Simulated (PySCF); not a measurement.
**Mercury: a sound run and one with changed settings**

Sound run: Hg⁺ [Xe] 4f14 5d10 6s1, Hg²⁺ [Xe] 4f14 5d10. Computed with PySCF 2.14 in cc-pVDZ-PP with ECP60MDF (4s4p3d1f, 38 functions), with a scalar-relativistic core potential. In the sound run the correlated levels freeze 5s2 5p6 outside the core potential. The sound run starts from symmetry-adapted Hartree-Fock orbitals and uses a fine grid where one is needed.

Changed run: all electrons correlated in a basis built for the valence shell.

| species | method | sound run (hartree) | changed run (hartree) | converged |
| --- | --- | --- | --- | --- |
| Hg⁺ | MP2 | -152.51612 | -152.64919 | yes |
| Hg²⁺ | MP2 | -151.84749 | -151.97417 | yes |

Ionisation energy of Hg⁺:

| method | sound run (eV) | changed run (eV) |
| --- | --- | --- |
| UHF | 17.036 | 17.036 |
| MP2 | 18.194 | 18.368 |
| SCS-MP2 | 18.024 | 18.147 |

A valence basis has no tight correlating functions, so it recovers only part of the core correlation, and not evenly between atom and ion.

For comparison, NIST gives 18.757 eV between the lowest levels.
